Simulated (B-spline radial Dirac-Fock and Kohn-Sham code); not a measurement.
**Electron momentum distribution of Au: Compton profiles**

System: the Au atom in the configuration [Xe] 4f14 5d9 6s2 (not the ground configuration).

Input file task.json (cfg lists n, l and occupation; rrms is the nuclear radius in fm):

```json
{"items": [{
  "Z": 79,
  "q": 0,
  "cfg": [[1, 0, 2], [2, 0, 2], [2, 1, 6], [3, 0, 2], [3, 1, 6], [3, 2, 10], [4, 0, 2], [4, 1, 6], [4, 2, 10], [4, 3, 14], [5, 0, 2], [5, 1, 6], [5, 2, 9], [6, 0, 2]],
  "A": 197,
  "rrms": 5.4371,
  "do": ["scatter"],
  "s": [0.0, 0.06, 0.07, 0.08, 0.1, 0.11, 0.14, 0.16, 0.19, 0.23, 0.27, 0.32, 0.39, 0.46, 0.55, 0.65, 0.78, 0.92, 1.1, 1.31, 1.56, 1.85, 2.21],
  "pz": [0, 0.1, 0.2, 0.3, 0.4, 0.5, 0.6, 0.8, 1.0, 1.2, 1.4, 1.6, 1.8, 2.0, 2.5, 3.0, 4.0, 5.0, 7.0, 10.0, 15.0, 20.0, 30.0, 40.0, 60.0, 100.0],
  "hv_scatter": [2000, 5000, 20000, 30000, 50000, 100000, 200000, 500000]
}]}
```

Run with: `python xray_run.py task.json out`

Model: the impulse approximation on configuration-average Dirac-Fock orbitals. Program: a radial finite-basis atomic code. pz is in atomic units of momentum; subshell profiles are per electron, for a selection of subshells; open shells are spread over both j values by their weights.

```tsv
pz	J total	J 3d3/2	J 5s1/2	J 5d5/2	J 6s1/2
0.3	9.549	0.0297	0.340	0.276	0.692
0.4	8.986	0.0297	0.324	0.276	0.433
0.5	8.550	0.0297	0.306	0.274	0.247
0.6	8.234	0.0297	0.285	0.271	0.135
0.8	7.789	0.0297	0.238	0.258	0.0508
1	7.363	0.0297	0.190	0.235	0.0403
1.2	6.861	0.0297	0.145	0.206	0.0396
1.4	6.306	0.0297	0.108	0.174	0.0349
1.6	5.750	0.0297	0.0781	0.142	0.0273
1.8	5.232	0.0297	0.0569	0.112	0.0195
2	4.776	0.0297	0.0429	0.0868	0.0131
2.5	3.938	0.0297	0.0294	0.0419	0.00454
3	3.438	0.0297	0.0283	0.0186	0.00264
4	2.854	0.0296	0.0227	0.00475	0.00236
5	2.366	0.0295	0.0115	0.00372	0.00132
7	1.526	0.0286	0.00306	0.00265	0.000279
10	0.8564	0.0252	0.00235	0.000587	0.000208
15	0.4234	0.0159	0.000371	0.000206	3.27e-05
20	0.2360	0.00797	0.000260	0.000158	2.20e-05
30	0.09090	0.00159	8.01e-05	3.67e-05	6.87e-06
40	0.04235	0.000327	1.31e-05	7.21e-06	1.12e-06
60	0.01348	2.16e-05	7.78e-06	< 1e-6	< 1e-6
100	0.002820	< 1e-6	2.59e-06	< 1e-6	< 1e-6
```

Task: What is the peak value J(0), and which subshell contributes most to it?

Result: J(0) = 10.86. The 6s1/2 subshell gives the largest part, 24 %.

Mean momentum ⟨p⟩ by subshell (a.u.): 1s1/2 85.2, 2s1/2 30.4, 2p1/2 40.0, 2p3/2 34.6, 3s1/2 15.3, 3p1/2 18.3, 3p3/2 16.7, 3d3/2 20.0, 3d5/2 19.5, 4s1/2 7.93, 4p1/2 8.91, 4p3/2 8.22, 4d3/2 9.10, 4d5/2 8.87, 4f5/2 9.16, 4f7/2 9.04, 5s1/2 3.34, 5p1/2 3.51, 5p3/2 3.18, 5d3/2 2.74, 5d5/2 2.61, 6s1/2 0.834.

Values without a named source are computed, but for edge energies of neutral atoms, which are taken from tables.
